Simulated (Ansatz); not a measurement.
Harmonic frequencies (cm⁻¹) at PBE0-D4/def2-TZVP from Ansatz: 115, 304, 325, 395, 430, 468, 555, 640, 658, 729, 774, 922, 929, 1196, 1419, 2227, 2241, 2356.

Task: Which molecule is it?
A. `O[CH2][AlH][Cl]`
B. `C1[O][GaH][S]1`
C. `FB1OP[SiH2]1`
D. `CC1=CN1`

Result: C.
